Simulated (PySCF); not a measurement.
Spectrum to structure. Method: PySCF, TDDFT CAM-B3LYP/def2-SVPD, vertical, gas phase, core orbitals frozen in the response. Geometries: GFN2-xTB, one conformer each.

```
state  λ (nm)       f
   S1   179.9  0.0059
   S2   171.0   0.010
   S3   166.1   0.039
   S4   164.9   0.040
   S5   163.5   0.012
   S6   159.0   0.017
   S7   152.9   0.021
   S8   150.3   0.026
```

Problem. Which candidate is it?
A. `F[Si@@H]1CC[C@@H]1C[SiH3]`
B. `C1C[SiH2][Si@@H](N)C=1`
C. `[H]/N=C\C=C\[SiH2][SiH3]`

Solution. A. Its S1, at 6.89 eV, is the highest among the candidates; the nearest of the others has S1 at 5.57 eV. S1 is HOMO→LUMO (70%), HOMO→LUMO+2 (14%). Löwdin shares by element: HOMO carbon 56% or more, silicon 20% or more (atoms not listed hold the other 24%); LUMO silicon 38%, carbon 14% or more (atoms not listed hold the other 48%). At the same level the other candidates give, for their lowest levels:
- `[H]/N=C\C=C\[SiH2][SiH3]`: 275 nm (f 0.006); 213 nm (f 0.826); 190 nm (f 0.021); 179 nm (f 0.019); 173 nm (f 0.044); T1 3.42 eV; HOMO -8.95, LUMO -0.65 eV
- `N[Si@H]1C=CC[SiH2]1`: 223 nm (f 0.011); 194 nm (f 0.083); 191 nm (f 0.037); 186 nm (f 0.025); 184 nm (f 0.041); T1 4.33 eV; HOMO -8.35, LUMO 0.61 eV

Shape of the structure used: `[F:1][Si@@H:2]1[CH2:3][CH2:4][C@@H:5]1[CH2:6][SiH3:7]`: C4–C5–C6–Si7 180°.
Triplets come from the Tamm–Dancoff approximation.

Without π bonds the low states are Rydberg-like; a valence basis with one diffuse set may place them up to an eV too high.
